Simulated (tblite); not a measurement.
Problem. Write Cartesian coordinates for `C1C(F)C=CP(C)C=1` as optimised with GFN2-xTB.

Solution. 
```
atom  x, y, z in Å
C1     2.3228    0.1599    0.9512
P2     0.6063   -0.5151    1.1456
C3    -0.3264    1.0128    0.8348
C4    -1.4070    1.0175    0.0689
C5    -1.8910   -0.2246   -0.6216
F6    -2.7769    0.1122   -1.6269
C7    -0.7508   -1.0169   -1.1924
C8     0.3829   -1.1848   -0.5282
H9     2.4095    0.7532    0.0427
H10    2.5570    0.7759    1.8175
H11    3.0254   -0.6708    0.9183
H12    0.0118    1.9040    1.3442
H13   -1.9854    1.9082   -0.1281
H14   -2.4682   -0.8469    0.0830
H15   -0.9143   -1.4070   -2.1861
H16    1.1968   -1.7686   -0.9343
```

Orientation and origin are arbitrary. Atoms count from 1 in this order. The 4 C–C bonds span 1.325 Å (C7=C8, drawn double) to 1.501 Å (C4–C5, drawn single), a spread of 0.176 Å. The 3 C–P bonds span 1.817 Å (P2–C8, drawn single) to 1.855 Å (C1–P2, drawn single), a spread of 0.038 Å. P2 (phosphine phosphorus) is pyramidal (angles 98.7°, 98.7° and 95.1°, sum 292.5°, 0.91 Å off the plane of its three neighbours). The 6-membered ring P2–C3–C4–C5–C7–C8 has internal angles of 95.1° to 121.8° (sum 693°, against 720° for a flat polygon); it is puckered, 0.26 Å rms from its mean plane, widest ring torsion 41°.

Bonds between heavy atoms (Å): C1–P2 1.855, P2–C3 1.817, C3=C4 1.325, C4–C5 1.501, C5–F6 1.382, C5–C7 1.501, C7=C8 1.325, P2–C8 1.817.

Computed geometry: GFN2-xTB, gas phase.

Point group: Cs (tolerance 0.08 Å). Its GFN2-xTB frequencies are all real (lowest 60 cm⁻¹). The numbers are those of one conformer (C1–P2–C3–C4 137°, C3–C4–C5–F6 -163°, C4–C5–C7–C8 41°, C1–P2–C8–C7 -137°).
